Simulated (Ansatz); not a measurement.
Consider the homolysis of the Ga–N bond: `[SiH3][N]([SiH3])[GaH2]` → `[GaH2]`• + `[SiH3][N][SiH3]`•.

Computed with Ansatz on PBE0-D4/def2-TZVP structures; ΔE is electronic, products minus reactants. CCSD(T)/CBS adds triple-zeta CCSD(T) − MP2 to the extrapolated MP2 energy (def2 sets, frozen cores). Functionals use def2-TZVPP. No spin–orbit coupling; open shells (•) take unrestricted orbitals. For Ga outer-core shells are correlated without core-valence functions, which leaves a few kJ/mol of doubt a bond. Scalar relativity is left out up to krypton.

CCSD(T)/CBS gives +109.4 kcal/mol.

(1) Another level gave +96.8 kcal/mol. Which?
A. revPBE/def2-TZVPP
B. LDA (SPW92)/def2-TZVPP
C. r2SCAN0/def2-TZVPP
D. ωB97X-V/def2-TZVPP

Largest T1 diagnostic among the species: 0.018.

Results:

(1) C. r2SCAN0 96.8, ωB97X-V 103.7, LDA (SPW92) 112.7, revPBE 88.7 kcal/mol.

From PBE to PBE0 (25 % exact exchange), in def2-TZVPP and without D4, ΔE moves by +2.1 kcal/mol. The D4 term adds +5.4 kcal/mol with B3LYP and +2.9 kcal/mol with PBE0; it sums over pairs of atoms, weighted by their polarisabilities, and B3LYP, whose exchange is more repulsive, gets the larger term. Leaving LDA and LC-ωPBE aside and taking each functional with its dispersion term where it has one, the values, not all of them listed here, spread over 10.8 kcal/mol, from BLYP-D4 to PBE-QIDH. LDA lies +17.4 kcal/mol from PBE without D4, its usual overbinding.

B3LYP here is the variant with VWN-RPA as its local correlation; programs differ in this.
